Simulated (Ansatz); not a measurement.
Abridged output of a molecular run in Ansatz:

```
Functional definition: HF
1665 factors; integrals over basis functions are off by at most 8.8e-4 eV
mean field evaluation 1: about -20479.2430 eV, gradient 7.5e1 eV
mean field evaluation 2: about -20479.6216 eV, gradient 7.5e1 eV
mean field evaluation 4: about -20489.9402 eV, gradient 1.0e1 eV
mean field evaluation 8: about -20490.1854 eV, gradient 1.2e0 eV
mean field evaluation 16: about -20490.1902 eV, gradient 1.5e-6 eV
mean field -20490.19023417 eV, -753.0006023559 hartree, gradient 1.6e-6 eV, S^2 0.000000; 1 other end points of the search recorded, 0 dependent functions left out
9 core orbitals not correlated: weight in the atoms' cores, before any rotation towards them, 1.000 or more for the frozen orbitals, at most 0.000 for the correlated occupied ones
reference -20490.19023417 eV, -753.0006023559 hartree; 23, 23 occupied and 232, 232 virtual orbitals, 1665 factors
second order -43.15973849 eV of doubles, -0.00000000 eV of singles
cycle   1  -39.55736450 eV  change     3.6e0 eV  update   3.1e-1
cycle   2  -41.45873511 eV  change    -1.9e0 eV  update   2.0e-1
cycle   3  -41.87676967 eV  change   -4.2e-1 eV  update   4.4e-2
cycle   4  -41.90105725 eV  change   -2.4e-2 eV  update   2.0e-2
cycle   5  -41.87053650 eV  change    3.1e-2 eV  update   6.1e-3
cycle   6  -41.86928021 eV  change    1.3e-3 eV  update   2.7e-3
cycle   7  -41.87069382 eV  change   -1.4e-3 eV  update   1.0e-3
cycle   8  -41.87000987 eV  change    6.8e-4 eV  update   5.6e-4
cycle   9  -41.86988696 eV  change    1.2e-4 eV  update   2.1e-4
cycle  10  -41.87028236 eV  change   -4.0e-4 eV  update   1.1e-4
cycle  11  -41.87019886 eV  change    8.3e-5 eV  update   5.0e-5
cycle  12  -41.87007979 eV  change    1.2e-4 eV  update   2.9e-5
cycle  13  -41.87016060 eV  change   -8.1e-5 eV  update   1.1e-5
cycle  14  -41.87012643 eV  change    3.4e-5 eV  update   6.8e-6
perturbative correction -2.31103958 eV, -0.0849291380 hartree
Total energy: -20534.37140018 eV, -754.6242302597 hartree
```

Its atoms:

```xyz
9

C     0.781    1.119   -0.830
O     0.547    0.230    0.240
W    -0.624   -1.026    0.891
O    -1.350   -0.410    2.295
F     0.247   -2.620    1.274
S    -2.142   -1.337   -0.573
H     0.154    0.853   -1.684
H     1.834    1.054   -1.108
H     0.554    2.136   -0.504
```

**Question.** Which basis set was used?
A. def2-QZVPP
B. cc-pV(Q+d)Z
C. def2-SVP
D. def2-TZVPP

**Answer.** D. It gives 264 functions.

**Question.** Write the keys of the input that set method, charge and spin (a neutral closed shell needs none for the last two).

**Answer.** 
```yaml
correlation: {method: ccsd_t}
```
